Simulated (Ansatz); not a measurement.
Gas-phase electronic energies from Ansatz, PBE0-D4/def2-TZVP geometries. CCSD(T)/CBS is the MP2 limit (def2-TZVPP, def2-QZVPP) plus CCSD(T) − MP2 in def2-TZVPP, frozen cores. Elements past krypton have def2 core potentials. For Ge, In outer-core shells are correlated without core-valence functions, which leaves a few kJ/mol of doubt a bond. Scalar relativity is left out up to krypton. Each species was taken in one conformer, which may not be the lowest.

`[GeH3]/[CH]=[N]/[InH2]` + `C=CNC` → `C=C[N](C)[GeH3]` + `C=[N][InH2]`  (ligand exchange at a Ge–C bond)

```csv
species,MP2/def2-TZVPP energy (Eh)
`[GeH3]/[CH]=[N]/[InH2]`,-2361.27161
`C=CNC`,-172.87954
`C=C[N](C)[GeH3]`,-2249.67465
`C=[N][InH2]`,-284.49028
```

Task: Work out ΔE.

Result: ΔE = (-2249.67465) + (-284.49028) − (-2361.27161) − (-172.87954) = -0.01378 Eh = -8.6 kcal/mol. CCSD(T)/CBS gives -6.9 kcal/mol.

Task: What do rigid-rotor, harmonic-oscillator terms from PBE0-D4/def2-TZVP frequencies (298.15 K, 1 bar) make of the CCSD(T)/CBS value? (Best estimate.)

Result: Computed: ΔZPE = +0.1 kcal/mol, ΔH = -7.1 kcal/mol, ΔS = -14 J/(mol·K), ΔG = -6.1 kcal/mol.

Largest T1 diagnostic among the species: 0.015.

In def2-TZVPP, CCSD(T) changes the Hartree–Fock value by −0.8 kcal/mol (the triples alone add −0.1 kcal/mol) and MP2 by −2.0 kcal/mol. At CCSD(T), def2-SVP lies −0.8 kcal/mol from the extrapolated value and def2-TZVPP −0.5 kcal/mol. From PBE to PBE0 (25 % exact exchange), in def2-TZVPP and without D4, ΔE moves by −1.3 kcal/mol.
